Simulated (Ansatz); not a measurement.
C9H21NO⁻, relaxed as a doublet with UKS PBE0-D4/def2-SVP in Ansatz, starting from the PBE0-D4/def2-SVP geometry of the neutral singlet. Force threshold 0.03 eV/Å.

The highest occupied level of the relaxed charge -1 doublet lies above zero (up to 3.26 eV). By energy differences it is unbound by 1.58 eV (each at its own geometry, against the charge 0 singlet, at PBE0-D4/def2-TZVP) and held by the finite basis.

Start:

```xyz
32

C    -2.7217   -3.1572    0.4422
C    -2.4143   -1.6749    0.3022
C    -0.9390   -1.3327    0.4871
C    -0.7317    0.1588    0.3567
N     0.7414    0.5410    0.3950
C     1.4661    0.0341    1.5874
C     0.8441    2.0413    0.3623
C     2.1471    2.3346   -0.3496
C     2.0938    1.3206   -1.4878
C     1.4524    0.0809   -0.8667
H    -2.1588   -3.7531   -0.2952
H    -3.7916   -3.3682    0.2895
H    -2.4495   -3.5336    1.4421
H    -2.7320   -1.3076   -0.6878
H    -3.0091   -1.1022    1.0362
H    -0.3686   -1.8738   -0.2938
H    -0.6099   -1.7854    1.4530
H    -1.1622    0.6756    1.2365
H    -1.0620    0.8533   -1.1464
H     0.9414    0.3854    2.4852
H     2.5074    0.3894    1.5973
H     1.4571   -1.0620    1.5739
H    -0.0047    2.3667   -0.2556
H     0.7497    2.4307    1.3847
H     3.0208    2.1784    0.3064
H     2.1866    3.3748   -0.7032
H     1.4098    1.6905   -2.2651
H     3.0740    1.1049   -1.9361
H     2.1807   -0.6925   -0.5879
H     0.6906   -0.3482   -1.5265
O    -0.9603    1.3595   -2.0660
H    -1.8475    1.6710   -2.2698
```

Task: Estimate the energy that the relaxation releases and the steps that it takes.

Result: 0.41 eV, in 35 steps; 9.6 min on 4 threads of Arm Neoverse V2 on a shared host. No frequencies were taken in this run, so the end may be a saddle point.

Task: Does the start keep its bonding?

Result: By distances, no bond broke or formed. The bond that changes most is C9–H28, from 1.10 to 1.13 Å (atoms count from 1). A close non-bonded pair moves further: H30–H32, from 3.33 to 2.20 Å.

Task: Predict the relaxed structure.

Result: 
| atom | x (Å) | y (Å) | z (Å) |
| --- | --- | --- | --- |
| C1 | -2.7404 | -3.1524 | 0.4315 |
| C2 | -2.4336 | -1.6630 | 0.3849 |
| C3 | -0.9449 | -1.3364 | 0.4730 |
| C4 | -0.7484 | 0.1634 | 0.4443 |
| N5 | 0.7096 | 0.5664 | 0.3576 |
| C6 | 1.5723 | 0.0401 | 1.4567 |
| C7 | 0.7835 | 2.0686 | 0.3504 |
| C8 | 2.0314 | 2.4460 | -0.4235 |
| C9 | 2.3732 | 1.2270 | -1.2765 |
| C10 | 1.3024 | 0.1906 | -0.9738 |
| H11 | -2.2473 | -3.6845 | -0.3998 |
| H12 | -3.8220 | -3.3557 | 0.3585 |
| H13 | -2.3783 | -3.6108 | 1.3676 |
| H14 | -2.8276 | -1.2167 | -0.5429 |
| H15 | -2.9630 | -1.1519 | 1.2104 |
| H16 | -0.4480 | -1.8051 | -0.3987 |
| H17 | -0.5281 | -1.8742 | 1.3617 |
| H18 | -1.0891 | 0.5991 | 1.4045 |
| H19 | -1.4514 | 0.7186 | -1.0861 |
| H20 | 1.1491 | 0.4034 | 2.4106 |
| H21 | 2.6159 | 0.4179 | 1.3434 |
| H22 | 1.5738 | -1.0609 | 1.3983 |
| H23 | -0.1406 | 2.3952 | -0.1441 |
| H24 | 0.7961 | 2.3976 | 1.4202 |
| H25 | 2.8776 | 2.6407 | 0.3026 |
| H26 | 1.8355 | 3.3439 | -1.0382 |
| H27 | 2.3793 | 1.4576 | -2.3567 |
| H28 | 3.3809 | 0.8252 | -0.9605 |
| H29 | 1.7117 | -0.8418 | -0.8814 |
| H30 | 0.4627 | 0.2148 | -1.6811 |
| O31 | -1.7101 | 0.9634 | -2.0633 |
| H32 | -1.0821 | 1.6737 | -2.2497 |
Bond lengths: 6 × C–C 1.51 to 1.53 Å; 4 × C–N 1.49 to 1.52 Å; 19 × C–H 1.10 to 1.13 Å; 2 × H–O 0.97 to 1.04 Å.
